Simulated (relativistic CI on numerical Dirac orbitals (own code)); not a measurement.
# Sensitivity of the levels of Sb¹⁸⁺ to α and to the nuclear radius

These numbers are calculated, not measured: Dirac-Coulomb-Breit CI, KLI orbitals optimised for each configuration, derivatives by finite differences, unscaled Slater integrals, QED left out (own radial code, finite nucleus).

Configurations in the expansion (outside the closed core [Ar] 3d10): 4s²4p³, 4s4p⁴, 4p⁵, 4s²4p²4d, 4s4p³4d, 4s²4p²4f, 4s²4p4d², 4s²4d³, 4s4p4d³, 4s²4d²4f. Double excitations out of closed p, d and f shells are left out; levels of such configurations are missing from the list, as are those of other unlisted configurations, and high levels can miss mixing partners.

With x = (α/α₀)² − 1 an excitation energy changes as ω = ω₀ + qx; K = 2q/ω₀ is the relative enhancement. Terms are leading LS components, so labels can repeat. The field-shift factor is F = δν/δ⟨r²⟩ for the transition from the lowest level.

Lowest level 4s²4p³ ⁴S°3/2.

```
         Level  ω₀ (cm⁻¹)  q (cm⁻¹)  F (GHz/fm²)
 4s²4p³ ²D°3/2      73813     83740        -2.27
 4s²4p³ ²D°5/2      96125     90450         -2.4
 4s²4p³ ²P°1/2     127453     91440        -3.26
 4s²4p³ ²P°3/2     199775    188300        -6.28
   4s4p⁴ ⁴P5/2     437841    118600         -122
   4s4p⁴ ⁴P3/2     488380    155900         -119
   4s4p⁴ ⁴P1/2     494406    152100         -122
   4s4p⁴ ²D3/2     549420    168700         -109
   4s4p⁴ ²D5/2     573664    199700         -114
   4s4p⁴ ²S1/2     618813    186200         -108
4s²4p²4d ²P3/2     623009     93110        -44.2
4s²4p²4d ⁴F3/2     639369    102200        -43.8
4s²4p²4d ⁴F5/2     656675     43230         1.75
```

At this charge energies of transitions that change n are usually good to better than 1 %, and those within a shell (Δn = 0) to a few per cent.

Task: Which transition from the lowest level has the largest |K|?

Result: 4s²4p³ ²D°3/2 at 73813 cm⁻¹, K = 2.27.
